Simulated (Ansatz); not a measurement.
Correlation energies of CH2I2 (`ICI`) by basis set

```xyz
5

I    -1.165    1.053   -1.266
C    -0.033   -0.208    0.012
I     1.457    0.772    1.162
H     0.466   -0.941   -0.612
H    -0.724   -0.676    0.704
```

Charge 0, multiplicity 1. Correlated methods include outer-core shells of I, which these sets cover unevenly. I takes the def2 core potential. The geometry is a stationary point of PBE0-D4/def2-TZVP. Frozen core, restricted reference, the Gaussian-basis code of Ansatz.

| basis | HF (Eh) | MP2 corr. |
| --- | --- | --- |
| def2-SVP | -632.28756 | -0.38463 |
| def2-TZVPP | -632.35633 | -1.17345 |
| def2-QZVPP | -632.36091 | -1.52642 |

Problem. Estimate the CCSD correlation energy and the (T) correction in each basis where they were run (hartree).

Solution. 
```
     basis  CCSD corr.       (T)
  def2-SVP    -0.40917  -0.01182
def2-TZVPP    -1.12294  -0.02965
```
